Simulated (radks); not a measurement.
Species: the krypton ion Kr2+. Configuration: [Ar] 3d10 4s2 4p4.

All-electron calculation, Dirac Kohn-Sham, PBE, spin-unpolarised, spherical densities, finite nucleus; open shells fill j = l - 1/2 first; Fermi nuclear charge, rms radius 4.1884 fm. Program: a radial shooting solver on a logarithmic mesh with Libxc functionals.

Energy parts (eV):
total: -75893.226
kinetic: 77938.912
electron-nucleus: -182542.072
Hartree: 31317.352
exchange-correlation: -2607.419

Orbitals (lengths in bohr, moments of r in powers of bohr; <r^-3> diverges for s and p1/2):
orbital	occ.	eigenvalue (eV)	<r^2>	<r^-3>	<r>
1s1/2	2	-14178.99	0.002318	-	0.04149
2s1/2	2	-1889.058	0.03965	-	0.1832
2p1/2	2	-1709.610	0.03039	-	0.1573
2p3/2	4	-1655.775	0.03182	1428	0.1613
3s1/2	2	-289.1904	0.3230	-	0.5300
3p1/2	2	-225.8114	0.3328	-	0.5332
3p3/2	4	-217.8887	0.3458	212.2	0.5436
3d3/2	4	-107.4444	0.3758	27.65	0.5524
3d5/2	6	-106.1387	0.3810	26.69	0.5563
4s1/2	2	-45.9963	2.561	-	1.502
4p1/2	2	-31.4572	3.387	-	1.718
4p3/2	2	-30.6558	3.508	21.57	1.749

The highest occupied level is 4p3/2 at -30.656 eV. For comparison, the ionisation energy in NIST's Atomic Spectra Database is 35.84 eV (measured). In exact Kohn-Sham theory the highest level is minus the ionisation energy, but local and semilocal functionals leave it too shallow, through self-interaction and a potential that decays too fast; potentials with the right tail come closer. The electron density at the nucleus is 4.942e+04 e/bohr^3. The density falls to 0.001 e/bohr^3 at r = 3.48 bohr.

Beside tabulated values, note that spin-unpolarised runs miss the spin-polarisation part of the exchange energy of open shells.
